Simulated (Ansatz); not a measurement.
Reaction (ligand exchange at a B–C bond): `B/C=C/[SiH3]` + `C#C[SiH2]O` → `BO[SiH2]C#C` + `C=C[SiH3]`

Computed with Ansatz on PBE0-D4/def2-TZVP structures; ΔE is electronic, products minus reactants. CBS: MP2 limit from def2 TZ/QZ plus the TZ coupled-cluster correction, frozen cores. DFT in def2-TZVPP. Each species was taken in one conformer, which may not be the lowest.

| level | ΔE (kJ/mol) | difference from CCSD(T)/CBS |
| --- | --- | --- |
| PBE-D4 | -108.7 | 6.7 |
| revPBE-D4 | -106.9 | 8.5 |
| r2SCAN-D4 | -113.6 | 1.8 |
| r2SCANh-D4 | -114.1 | 1.3 |
| PBE0 | -110.6 | 4.8 |
| r2SCAN0 | -114.7 | 0.7 |
| LC-ωPBE | -116.8 | -1.4 |
| MP2/def2-SVP | -131.8 | -16.4 |
| CCSD/def2-SVP | -133.9 | -18.5 |
| HF/CBS(def2) | -124.3 | -8.9 |
| CCSD(T)/CBS | -115.4 | 0 |

Largest T1 diagnostic among the species: 0.014.

In def2-TZVPP, CCSD(T) changes the Hartree–Fock value by +6.6 kJ/mol (the triples alone add +1.2 kJ/mol) and MP2 by +7.9 kJ/mol. Leaving LDA and LC-ωPBE aside and taking each functional with its dispersion term where it has one, the values, not all of them listed here, spread over 14.1 kJ/mol, from CAM-B3LYP-D4 to revPBE-D4. LDA lies −3.5 kJ/mol from PBE without D4.
